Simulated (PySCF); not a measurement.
# C₆ coefficients of unlike pairs at UHF

Calculated with PySCF 2.14 from the dipole response of each species, C₆(A,B) = (3/π) ∫ α_A(iu) α_B(iu) du, in atomic units, from isotropic polarisabilities. For ions this is the dispersion term alone; charge-induced terms of lower order in 1/R come first.

```csv
species,configuration,basis,relativity,α (bohr³),C₆ (like pair)
Sm²⁺,[Xe] 4f6 (7F),"x2c-TZVPPall with one added diffuse shell each of s, p, d, f type (12s8p8d5f2g)",spin-free X2C,8.661,51.79
Cr,[Ar] 3d5 4s1 (7S),aug-cc-pVDZ-DK (7s6p4d2f),spin-free X2C,105.9,961.6
C³⁺,[He] 2s1 (2S),aug-cc-pV5Z (7s6p5d4f3g2h),none,3.490,2.896
I⁻,[Xe] (1S),"aug-cc-pwCVTZ-DK3 with one added diffuse shell each of s, p, d, f type (11s10p8d5f1g)",spin-free X2C,63.22,873.3
```

Q: Estimate C₆ for I⁻ with Cr.

A: The integral gives 840.7. The combination rule 2 C_A C_B / (C_A α_B/α_A + C_B α_A/α_B) gives 824.5 and the geometric mean 916.4.

No spin-orbit coupling is included.

The other pairs:

```
     pair     C₆
 I⁻, Sm²⁺  185.0
 Cr, Sm²⁺  152.1
  I⁻, C³⁺  50.25
C³⁺, Sm²⁺  10.60
  C³⁺, Cr  48.05
```
